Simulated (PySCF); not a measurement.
## EPR parameters of C7H10N

C7H10N (doublet state).
Cartesian coordinates in Å at the GFN2-xTB level; atoms count from 1:
```xyz
18
C7H10N angstrom
C     -1.681   -1.599   -2.169
C     -0.711   -1.148   -1.454
C      0.280   -0.663   -0.668
C      1.236   -1.494   -0.115
C      0.282    0.801   -0.414
C     -0.133    1.660   -1.337
C      0.729    1.252    0.958
N      0.020    0.620    2.061
H     -1.621   -1.678   -3.247
H     -2.619   -1.932   -1.739
H      1.217   -2.550   -0.311
H      2.041   -1.112    0.483
H     -0.457    1.334   -2.311
H     -0.145    2.721   -1.155
H      1.795    1.044    1.091
H      0.587    2.332    1.046
H     -0.975    0.804    1.981
H      0.148   -0.387    2.022
```

The hyperfine couplings belong to this conformer and change with its torsions.

The species is `C=[C]C(=C)C(=C)CN` [radical].

Theory: UKS B3LYP, pcH-1 on C H N, non-relativistic, mean-field spin-orbit, GIAO in PySCF. The structure is a single GFN2-xTB conformer in the gas phase; no vibrational or solvent corrections. A GFN2-xTB geometry isn't a minimum of the functional, and hyperfine couplings can be far from their values at a DFT geometry. The frame is twisted about the C3–C5 bond at this geometry (dihedral C2–C3–C5–C6 = -34°); couplings at other torsion angles weren't computed. Stability of the SCF solution: not tested. ⟨S²⟩ is 0.780 where a pure state has 0.75.

```json
{"g1, g2, g3": "2.00216, 2.00219, 2.00281", "g_iso": "2.00239", "Form of g": "close to axial: the two nearest values differ by 3 % of g3 − g1", "⟨S²⟩": "0.7796 (exact 0.7500)", "HOMO–LUMO gap, α and β orbitals": "4.72, 4.18 eV"}
```

Isotropic coupling and dipolar principal values T1 to T3, in MHz:

| atom | isotope | a_iso | T1 | T2 | T3 | Mulliken spin population |
| --- | --- | --- | --- | --- | --- | --- |
| C1 | 13C | -40.8 | -9.8 | 2.3 | 7.5 | -0.11 |
| C2 | 13C | 52.9 | -54.2 | -41.2 | 95.4 | 0.60 |
| C3 | 13C | -49.9 | -26.4 | 10.7 | 15.7 | -0.24 |
| C4 | 13C | 59.8 | -53.8 | -52.2 | 106.0 | 0.71 |
| C5 | 13C | 9.3 | -2.8 | -0.7 | 3.5 | 0.04 |
| C6 | 13C | -5.2 | -7.6 | 3.4 | 4.2 | -0.05 |
| C7 | 13C | -3.0 | -0.5 | -0.3 | 0.8 | 0.00 |
| N8 | 14N | 0.5 | -0.5 | -0.3 | 0.8 | 0.01 |
| H9 | 1H | 113.6 | -3.3 | -2.4 | 5.6 | 0.05 |
| H10 | 1H | 115.6 | -3.2 | -2.3 | 5.5 | 0.05 |
| H11 | 1H | -42.0 | -22.6 | -1.8 | 24.4 | -0.03 |
| H12 | 1H | -43.0 | -26.5 | 0.0 | 26.5 | -0.03 |
| H13 | 1H | 3.7 | -3.6 | -2.4 | 6.1 | 0.00 |
| H14 | 1H | 3.6 | -1.0 | -0.3 | 1.3 | 0.00 |
| H15 | 1H | 1.9 | -1.9 | -1.6 | 3.6 | 0.00 |
| H16 | 1H | 0.5 | -0.9 | -0.7 | 1.6 | 0.00 |
| H17 | 1H | 0.2 | -1.6 | -0.4 | 2.0 | 0.00 |
| H18 | 1H | -1.1 | -3.6 | -2.4 | 6.0 | 0.00 |

The largest Mulliken spin populations are on C4 (+0.71), C2 (+0.60), C3 (-0.24) and C1 (-0.11). The positive populations add up to 1.47 and the negative ones to -0.47, together 2S = 1. The angles at C4 add up to 359.9°, so it is planar; its axial dipolar tensor and the negative couplings of its protons fit spin in a p orbital normal to that plane.

Under fast tumbling the dipolar parts average out, and these isotropic splittings remain (the largest six): 1 × 1H (H10, I = 1/2, 2 lines) with 4.13 mT, 1 × 1H (H9, I = 1/2, 2 lines) with 4.05 mT, 1 × 1H (H12, I = 1/2, 2 lines) with 1.53 mT, 1 × 1H (H11, I = 1/2, 2 lines) with 1.50 mT, 1 × 1H (H13, I = 1/2, 2 lines) with 0.13 mT and 1 × 1H (H14, I = 1/2, 2 lines) with 0.13 mT.

Means are taken over nuclei equivalent by connectivity, which assumes that they swap fast. H9 and H10 aren't averaged: C1 is flat or nearly so (angle sum 360°), and its turn about the short C1–C2 bond (1.29 Å) is taken as slow.

The 13C coupling of C4 (59.8 MHz) shows only in satellite lines or after enrichment, since that isotope makes up about 1.07 % of natural carbon.

The SMILES draws the unpaired electron on C2; the largest computed Mulliken spin population is on C4 (0.71 against 0.60).
